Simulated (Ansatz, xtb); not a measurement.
**Two isomers of ClFH2N2Si**

Structure I: `[H]/N=N\[Si@H](F)Cl`, a singlet. Structure II: `[H]/N=N/[Si@H](F)Cl`, a singlet. Both are isolated molecules in the gas phase, relaxed with PBE0-D3(BJ)/pcseg-1; the shapes shown needn't be the lowest conformers.

I (Å):

```tsv
atom	x (Å)	y (Å)	z (Å)
Cl	-0.4627	0.0978	1.0431
F	-0.2491	-2.7491	0.1502
N	-1.2218	-0.0931	-2.2258
N	-0.4420	-0.9970	-1.9167
Si	0.2521	-1.2832	-0.2950
H	-1.4605	0.5293	-1.4111
H	1.7243	-1.2572	-0.3616
```

II (Å):

```json
{"atom": "Cl", "x (Å)": "1.4056", "y (Å)": "-0.7464", "z (Å)": "1.6003"}
{"atom": "F", "x (Å)": "2.7142", "y (Å)": "-0.4663", "z (Å)": "-1.0622"}
{"atom": "N", "x (Å)": "-0.6957", "y (Å)": "-1.6547", "z (Å)": "-1.5369"}
{"atom": "N", "x (Å)": "0.4205", "y (Å)": "-1.9282", "z (Å)": "-1.0670"}
{"atom": "Si", "x (Å)": "1.2382", "y (Å)": "-0.4673", "z (Å)": "-0.4096"}
{"atom": "H", "x (Å)": "-1.1098", "y (Å)": "-2.5415", "z (Å)": "-1.8919"}
{"atom": "H", "x (Å)": "0.5504", "y (Å)": "0.8028", "z (Å)": "-0.7187"}
```

Quicker runs give these differences E(II) − E(I): GFN2-xTB −0.1 kcal/mol; HF/STO-3G +0.3 kcal/mol (at GFN2-xTB geometries); r2SCAN-D4/def2-SVP −1.3 kcal/mol (at GFN2-xTB geometries).

Which of the two would you expect CCSD(T)/def2-SVP + ΔMP2/def2-TZVPP electronic energies to favour?

Structure II; the calculation gives E(II) − E(I) = −3.5 kcal/mol.

Level by level:

| level | geometry | E(II) − E(I) (kcal/mol) | departure from the last row (kcal/mol) | job, with rough time for the two |
| --- | --- | --- | --- | --- |
| GFN2-xTB | GFN2-xTB | −0.1 | +3.4 | optimisation, 0.55 s |
| HF/STO-3G | GFN2-xTB | +0.3 | +3.8 | single point, 2.1 s |
| r2SCAN-D4/def2-SVP | GFN2-xTB | −1.3 | +2.2 | single point, 9.6 s |
| PBE0-D3(BJ)/pcseg-1 | PBE0-D3(BJ)/pcseg-1 | −4.2 | −0.7 | optimisation, 2.9 min |
| HF/def2-SVP | PBE0-D3(BJ)/pcseg-1 | −5.8 | −2.3 | part of the CCSD(T) run |
| MP2/def2-SVP | PBE0-D3(BJ)/pcseg-1 | −4.6 | −1.2 | part of the CCSD(T) run |
| CCSD(T)/def2-SVP | PBE0-D3(BJ)/pcseg-1 | −4.2 | −0.7 | single point |
| CCSD(T)/def2-SVP + ΔMP2/def2-TZVPP | PBE0-D3(BJ)/pcseg-1 | −3.5 |  | single point, 70 s |

As drawn, both hold the same kinds of bond in the same numbers.

GFN2-xTB, HF/STO-3G find them nearly level. The largest departure from CCSD(T)/def2-SVP + ΔMP2/def2-TZVPP is that of HF/STO-3G, 3.8 kcal/mol. The last row adds to CCSD(T) the change of the MP2 difference between the two basis sets, here +0.7 kcal/mol.

With harmonic frequencies from PBE0-D3(BJ)/pcseg-1 (ideal gas, rigid rotor, one conformer each, 298.15 K, 1 atm): on the last row, ΔE + ΔZPE = −3.4, ΔH = −3.3, ΔG = −3.7 kcal/mol.

The correlated steps freeze 13 core orbitals. Run with Ansatz 0.2.0, xtb 6.7.1; the last row on 1 thread of Intel(R) Xeon(R) Processor @ 2.50GHz (Skylake/Cascade Lake) on a shared host.
